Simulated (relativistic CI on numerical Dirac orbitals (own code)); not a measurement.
## One change at a time: Ta⁴⁶⁺

Base calculation: Dirac-Coulomb-Breit CI, KLI orbitals optimised for each configuration, QED by a radiative potential, unscaled Slater integrals.

Configurations in the expansion (outside the closed core [Ne]): 3s2.3p6.3d9, 3s2.3p5.3d10, 3s.3p6.3d10, 3s2.3p6.3d8.4s, 3s2.3p6.3d8.4p, 3s2.3p4.3d10.4s, 3s2.3p6.3d8.4d, 3s2.3p4.3d10.4p, 3s2.3p5.3d9.4s, 3s2.3p6.3d8.4f, 3s2.3p4.3d10.4d, 3s.3p5.3d10.4s, 3s2.3p5.3d9.4p, 3s.3p5.3d10.4p, 3s2.3p6.3d7.4s2, 3s2.3p5.3d9.4d, 3s.3p6.3d9.4s, 3s.3p5.3d10.4d, 3s2.3p6.3d7.4s.4p, 3p6.3d10.4s, 3s2.3p6.3d8.5s, 3s2.3p5.3d9.4f, 3s2.3p6.3d7.4p2, 3s2.3p6.3d7.4s.4d, 3s.3p6.3d9.4p, 3s2.3p6.3d8.5p, 3p6.3d10.4p, 3s2.3p5.3d8.4s2, 3s2.3p6.3d8.5d, 3s2.3p6.3d7.4p.4d, 3p6.3d10.4d, 3s2.3p6.3d8.5f, 3s.3p6.3d9.4d, 3s2.3p6.3d8.5g, 3s2.3p5.3d8.4s.4p, 3s2.3p6.3d7.4d2. Levels of other configurations are missing.

Variants: (1) valence Slater integrals scaled by 0.9; (2) non-relativistic limit. Shifts of the energy above 3s2.3p6.3d9 2D_5/2, in eV, for the lowest level and the first level of each name with at least 55 % of one term (blank where a level changes its place among those of its configuration and J or its character, or is not in the variant):

```
                  Level     Base   Δ(1)     Δ(2)
     3s2.3p6.3d9 2D_5/2     0.00   0.00     0.00
     3s2.3p6.3d9 2D_3/2    62.43  -0.01   -62.43
   3s2.3p5.3d10 2P°_3/2   439.02  +0.03   -77.84
   3s2.3p5.3d10 2P°_1/2   727.83  +0.09  -366.65
     3s.3p6.3d10 2S_1/2   960.23  +0.19  -398.81
  3s2.3p6.3d8.4s 4F_9/2  1549.48  +0.69  +159.19
  3s2.3p6.3d8.4s 2F_7/2  1552.47  +0.38         
  3s2.3p6.3d8.4s 4F_7/2  1611.11  +0.80         
  3s2.3p6.3d8.4s 4F_5/2  1611.82  +0.75         
  3s2.3p6.3d8.4s 2G_9/2  1626.09  -0.81  +102.36
  3s2.3p6.3d8.4s 2G_7/2  1626.65  -0.84  +101.80
  3s2.3p6.3d8.4s 2P_1/2  1627.44  -0.71   +98.68
 3s2.3p6.3d8.4p 2P°_1/2  1671.26  -1.65         
  3s2.3p6.3d8.4s 4F_3/2  1678.43  +0.39         
 3s2.3p6.3d8.4p 4G°_7/2  1704.54  +0.85   +85.22
 3s2.3p6.3d8.4p 4P°_1/2  1717.28  -0.23   +81.42
 3s2.3p6.3d8.4p 2H°_9/2  1719.03  -0.72         
3s2.3p6.3d8.4p 4G°_11/2  1741.49  +0.75   +48.27
 3s2.3p6.3d8.4p 4F°_9/2  1744.56  +0.47         
 3s2.3p6.3d8.4p 4G°_9/2  1803.25  +0.86         
 3s2.3p6.3d8.4p 4F°_7/2  1804.91  +0.72         
3s2.3p6.3d8.4p 2H°_11/2  1816.52  -0.58    -8.94
```

At this charge energies of transitions that change n are usually good to better than 1 %, and those within a shell (Δn = 0) to a few per cent.

Ionisation energy from the two ground configurations alone: base 4014.34 eV. The NIST ASD value (theoretical) is 4014 eV.

LS names give the leading component of a level, which can be under half, so a name can repeat, a term be missing and a line seem to break the LS rules.
